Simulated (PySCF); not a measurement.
# A survey of ¹⁷O NMR shifts

- σ from GIAO-PBE0/pcSseg-1
- GFN2-xTB geometry
- program: PySCF 2.14.0 with density-fitted response routines
- non-relativistic, single conformer, one averaged value for each set of equivalent atoms, no solvent

Shieldings were converted by a linear fit to measured shifts: ¹⁷O (scatter 10.7 ppm rms, 12.2 ppm with the 3 outliers that the fit left out vs liquid water, solution or neat liquid). A few per cent of atoms miss by over 2 rms, more outside the fitted compound classes.

**Question.** Give the ¹⁷O shifts of `CCCCCCCCO`, `COCCP1(=S)CC=CC1`, `CC(=O)/C=C/C#N`.

**Answer.** 
```
        compound     environment  δ (ppm)
       CCCCCCCCO  alcohol oxygen     -2.6
COCCP1(=S)CC=CC1    ether oxygen     -5.6
  CC(=O)/C=C/C#N   ketone oxygen    559.0
```

**Question.** Order these by ¹⁷O shift, lowest first.
A. CO[C@@H](C#N)C(F)(F)F
B. C=Cc1ncno1
C. CC(=O)CP1CCSCC1
D. C=CO/C=C\C#N
E. CCC(CC)OC(C)C

**Answer.** A (-10.6 ppm, ether oxygen), E (28.3 ppm, ether oxygen), D (164.8 ppm, ether oxygen), B (338.1 ppm, aromatic ring oxygen), C (583.7 ppm, ketone oxygen).
